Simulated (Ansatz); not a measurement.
Stepwise reaction of `CC(C)[Si](Cl)(C(C)C)C(C)C` with hydrogen chloride, as a gas-phase model of exchange steps in deposition or etching. ΔE in kJ/mol.

Gas-phase electronic energies from Ansatz, PBE0-D4/def2-TZVP geometries. CCSD(T)/CBS is the MP2 limit (def2-TZVPP, def2-QZVPP) plus CCSD(T) − MP2 in def2-TZVPP, frozen cores. This one scheme is used for every species. DFT in def2-TZVPP. B3LYP here is the variant with VWN-RPA as its local correlation; programs differ in this. Each species was taken in one conformer, which may not be the lowest.

```
step                                                              reaction  PBE-D4  B3LYP-D4  ωB97M-V  CCSD(T)/CBS
   1  `CC(C)[Si](Cl)(C(C)C)C(C)C` + HCl → `CC(C)[Si](Cl)(Cl)C(C)C` + `CCC`  -116.5    -119.6   -117.9       -115.8
   3              `CC(C)[Si](Cl)(Cl)Cl` + HCl → `Cl[Si](Cl)(Cl)Cl` + `CCC`   -76.0     -78.4    -77.3        -76.1
```

Question: Give the row of step 2, `CC(C)[Si](Cl)(Cl)C(C)C` + HCl → `CC(C)[Si](Cl)(Cl)Cl` + `CCC`. (Estimate.)

Answer: The calculation gave: 
```tsv
step	reaction	PBE-D4	B3LYP-D4	ωB97M-V	CCSD(T)/CBS
2	`CC(C)[Si](Cl)(Cl)C(C)C` + HCl → `CC(C)[Si](Cl)(Cl)Cl` + `CCC`	-98.8	-101.2	-100.2	-98.5
```

Question: By hand: ΔE of the 3 steps together at CCSD(T)/CBS.

Answer: (-115.8) + (-98.5) + (-76.1) = -290.4 kJ/mol, or -96.8 kJ/mol a step.

In ΔE each step is higher than the one before. All are downhill at CCSD(T)/CBS. PBE-D4 differs from CCSD(T)/CBS by -0.7 to 0.1 kJ/mol a step. Isolated molecules leave out the surface, adducts and barriers. Largest T1 diagnostic: 0.009.
